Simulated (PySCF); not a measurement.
Calculation: PySCF with PBE-D3(BJ)/def2-TZVP // B3LYP-D3(BJ)/def2-TZVP. All species are isolated molecules in the gas phase. 

Reference species (SMILES): `C[SiH](C)C` (neutral, multiplicity 1).

```json
{
 "HOMO": "-7.22 eV"
}
```

Changed species: `CC(C)[SiH3]`.

**Question.** Predict the effect on the HOMO.

**Answer.** the HOMO increases by 0.33 eV, to -6.89 eV.
